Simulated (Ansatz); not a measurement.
Question: Predict a relaxed structure of GeMe3(NHMe) (C4H13GeN), charge 0, singlet, at B3LYP-D4/def2-SVP (Ansatz).

Answer: 
```xyz
19

Ge    0.148   -0.293   -0.291
C    -1.231   -1.557    0.307
H    -0.851   -2.167    1.141
H    -1.518   -2.227   -0.518
H    -2.135   -1.028    0.646
C    -0.585    0.848   -1.727
H    -0.908    0.234   -2.583
H     0.172    1.564   -2.081
H    -1.456    1.417   -1.366
C     1.755   -1.228   -0.917
H     2.520   -0.512   -1.257
H     1.510   -1.890   -1.762
H     2.184   -1.839   -0.108
N     0.674    0.686    1.194
C    -0.261    1.546    1.895
H     1.588    1.121    1.091
H    -0.537    2.483    1.363
H    -1.201    1.002    2.088
H     0.135    1.841    2.884
```
 This is one stationary point.
